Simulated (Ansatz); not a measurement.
`C[N](C)[AlH][NH2]` + `B[SeH]` → `B[Se]C` + `C[NH][AlH][NH2]`  (substitution at a C–N bond)

Isolated molecules relaxed with PBE0-D4/def2-TZVP in Ansatz; ΔE leaves out vibrations. CBS: MP2 limit from def2 TZ/QZ plus the TZ coupled-cluster correction, frozen cores. Functionals use def2-TZVPP. B3LYP here is the variant with VWN-RPA as its local correlation; programs differ in this. For Se outer-core shells are correlated without core-valence functions, which leaves a few kJ/mol of doubt a bond. Scalar relativity is left out up to krypton. One conformer a species, not always the lowest.

`C[N](C)[AlH][NH2]`:

```xyz
14

C     0.992    1.105   -0.158
N     0.391   -0.204   -0.163
C     1.296   -1.222   -0.633
Al   -1.273   -0.559    0.344
N    -2.338    0.739    0.904
H     0.290    1.859    0.206
H     1.313    1.411   -1.165
H     1.881    1.143    0.490
H     0.814   -2.203   -0.623
H     2.198   -1.288   -0.007
H     1.631   -1.026   -1.663
H    -1.794   -2.050    0.290
H    -2.115    1.717    0.977
H    -3.286    0.579    1.202
```

`B[SeH]`:

Cartesian coordinates in Å:
```
B -0.085 0.010 -0.632
Se 0.961 0.103 0.949
H -1.261 -0.159 -0.580
H 0.513 0.130 -1.655
H -0.129 -0.084 1.918
```

`B[Se]C`:

Cartesian coordinates in Å:
```
B -0.091 -0.689 -1.519
Se -0.857 -0.866 0.194
C 0.052 0.527 1.212
H 0.739 0.142 -1.728
H -0.484 -1.444 -2.353
H 0.754 1.039 0.558
H 0.578 0.065 2.045
H -0.692 1.226 1.590
```

`C[NH][AlH][NH2]`:

Cartesian coordinates in Å:
```
C 0.839 0.561 -1.338
N -0.464 0.051 -0.974
Al -1.058 -0.480 0.607
N 0.005 -0.424 2.022
H 1.348 -0.071 -2.076
H 0.793 1.578 -1.748
H 1.486 0.604 -0.458
H -1.087 0.008 -1.766
H -2.543 -1.002 0.747
H -0.283 -0.712 2.942
H 0.962 -0.113 2.042
```

```tsv
level	ΔE (eV)
revPBE-D4	-0.29
BLYP-D4	-0.29
PBE0-D4	-0.29
PBE-QIDH	-0.30
revPBE	-0.36
B3LYP	-0.31
HF/def2-SVP	-0.12
MP2/def2-TZVPP	-0.33
```

Question: What does CCSD(T)/CBS give? (An estimate is asked.)

Answer: Ansatz gave: -0.32 eV. The listed levels differ from it by 0.03, 0.03, 0.03, 0.02, -0.04, 0.01, 0.20, -0.01 eV.

Largest T1 diagnostic among the species: 0.013.

Leaving LDA and LC-ωPBE aside and taking each functional with its dispersion term where it has one, the values, not all of them listed here, spread over 0.06 eV, from B2PLYP to CAM-B3LYP-D4. LDA lies +0.12 eV from PBE without D4. At CCSD(T), def2-SVP lies +0.25 eV from the extrapolated value and def2-TZVPP +0.02 eV. From BLYP to BHLYP (50 % exact exchange), in def2-TZVPP and without D4, ΔE moves by +0.04 eV.
